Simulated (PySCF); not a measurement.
Sn(H)(F)2(OMe) (CH4F2OSn), SMILES C[O][SnH]([F])[F]. Atoms are numbered in the order given.

```xyz
9

Sn     0.3956     0.2789     0.0000
F      0.7896    -0.8653    -1.5113
F      0.7896    -0.8653     1.5113
O     -1.5393     0.6151     0.0000
C     -2.4667    -0.4601     0.0000
H      1.3318     1.6942     0.0000
H     -2.3663    -1.0990     0.8961
H     -3.4795    -0.0259     0.0000
H     -2.3663    -1.0990    -0.8961
```

The structure is a stationary point at B3LYP-D3(BJ)/def2-SVP. The structure was generated by enumeration; whether it is a known compound was not checked. The def2 effective core potentials stand for the cores of Sn; spin–orbit coupling is left out. One conformer was computed; it need not be the lowest.

All values below come from PBE/def2-TZVP (PySCF).

Symmetry labels are those of the subgroup Cs that the program uses (full group Cs).

Computed valence orbital energies around the gap with their symmetry:
```json
[
 {"orbital": "HOMO−7", "symmetry": "A\"", "energy (eV)": "-10.27"},
 {"orbital": "HOMO−6", "symmetry": "A'", "energy (eV)": "-10.07"},
 {"orbital": "HOMO−5", "symmetry": "A'", "energy (eV)": "-9.30"},
 {"orbital": "HOMO−4", "symmetry": "A\"", "energy (eV)": "-9.08"},
 {"orbital": "HOMO−3", "symmetry": "A\"", "energy (eV)": "-8.99"},
 {"orbital": "HOMO−2", "symmetry": "A'", "energy (eV)": "-8.93"},
 {"orbital": "HOMO−1", "symmetry": "A'", "energy (eV)": "-7.52"},
 {"orbital": "HOMO", "symmetry": "A\"", "energy (eV)": "-6.90"},
 {"orbital": "LUMO", "symmetry": "A'", "energy (eV)": "-2.88"},
 {"orbital": "LUMO+1", "symmetry": "A\"", "energy (eV)": "-1.12"},
 {"orbital": "LUMO+2", "symmetry": "A'", "energy (eV)": "-0.93"},
 {"orbital": "LUMO+3", "symmetry": "A'", "energy (eV)": "0.56"}
]
```
